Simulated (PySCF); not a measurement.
PySCF 2.14 output of an unrestricted LDA calculation on a single atom or ion in def2-SVP with the def2 core potential (60 electrons) (6s3p2d1f, 32 functions), with a scalar-relativistic core potential:

```
SCF conv_tol = 1e-09
number electrons alpha = 10  beta = 9
    P. A. M. Dirac.,  Math. Proc. Cambridge Philos. Soc. 26, 376 (1930)
    F. Bloch.,  Z. Phys. 57, 545 (1929)
    S. H. Vosko, L. Wilk, and M. Nusair.,  Can. J. Phys. 58, 1200 (1980)
cycle= 1 E= -152.894450436955  delta_E= -0.0122  |g|= 0.0838  |ddm|= 0.504
cycle= 2 E= -152.894423908398  delta_E= 2.65e-05  |g|= 0.0855  |ddm|= 0.223
cycle= 3 E= -152.897519562583  delta_E= -0.0031  |g|= 0.000994  |ddm|= 0.108
cycle= 4 E= -152.897520075199  delta_E= -5.13e-07  |g|= 4.71e-05  |ddm|= 0.00159
cycle= 5 E= -152.897520076284  delta_E= -1.09e-09  |g|= 1.79e-06  |ddm|= 7.75e-05
cycle= 6 E= -152.897520076286  delta_E= -1.36e-12  |g|= 1.08e-08  |ddm|= 1.88e-06
converged SCF energy = -152.897520076286  <S^2> = 0.75052326  2S+1 = 2.0005232
```

The run itself started from symmetry-adapted Hartree-Fock orbitals and held the occupation by maximum overlap, on a logarithmic radial grid, so the iterations belong to that start.

Task: Which element, charge and spin multiplicity is this?

Result: Hg⁺ (mercury, charge +1), multiplicity 2; the state was [Xe] 4f14 5d10 6s1, 2S determinant.

Energies and moments cover only the electrons outside the core potential. Spin-orbit coupling, which splits the p, d and f shells strongly at this Z, is absent.
